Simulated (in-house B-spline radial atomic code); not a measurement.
Successive ionisation energies of dysprosium; each step leads to the configuration of the next row (after the last: bare). Dirac energy differences include first-order Breit, QED and recoil terms. NIST's values go from ground level to ground level; the uncertainty of those that are theory runs from under 0.1 % in few-electron ions to several per cent in heavy many-electron ones. Computed with a radial B-spline atomic code at the basis-set limit: Dirac-Hartree-Fock, average of the configuration, finite nuclei.

```tsv
ion	configuration	ionisation energy (eV)	tabulated value (eV)	tabulated kind	computed minus tabulated (eV)	highest orbital	largest mean radius (bohr)
Dy61+	[He] 2s2 2p1	13910.8	14495	tabulated theory	-584	2p3/2	0.085448
Dy62+	[He] 2s2	14935.6	14936	tabulated theory	0	2s1/2	0.085037
Dy63+	[He] 2s1	?	?	tabulated theory	?	?	?
Dy64+	1s2	?	?	tabulated theory	?	?	?
Dy65+	1s1	63072.9	63073.23	tabulated theory	0	1s1/2	0.020859
```

**Question.** Fill in the row of Dy63+.

**Answer.** ionisation energy (eV): 15227.6; tabulated value (eV): 15228.06; computed minus tabulated (eV): 0; highest orbital: 2s1/2; largest mean radius (bohr): 0.084638.

**Question.** Fill in the row of Dy64+.

**Answer.** ionisation energy (eV): 61732.6; tabulated value (eV): 61736.62; computed minus tabulated (eV): -4; highest orbital: 1s1/2; largest mean radius (bohr): 0.020993.

**Question.** Where is the largest jump?

**Answer.** From Dy63+ to Dy64+, by a factor of 4.05 (15228 to 61733 eV); the highest orbital goes from 2s1/2 to 1s1/2.

Where a p, d or f electron is removed, the computed value is a mean over both j, so it misses the tabulated one by a part of the spin-orbit splitting; averaging over terms and missing correlation add to the gap, relatively most at low charge.
